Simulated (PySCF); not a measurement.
Method: PySCF with r2SCAN-D4/def2-TZVP. Gas-phase values, no solvent. 

Reference species (SMILES): `F[Si](F)(F)S` (neutral, multiplicity 1).

```json
{
 "dipole_moment": "1.53 D"
}
```

Changed species: `N[Si](F)(F)F` (whole molecule; the reference has whole molecule).

Q: What does the change do to the dipole moment?

A: the dipole moment increases by 1.30 D, to 2.83 D.
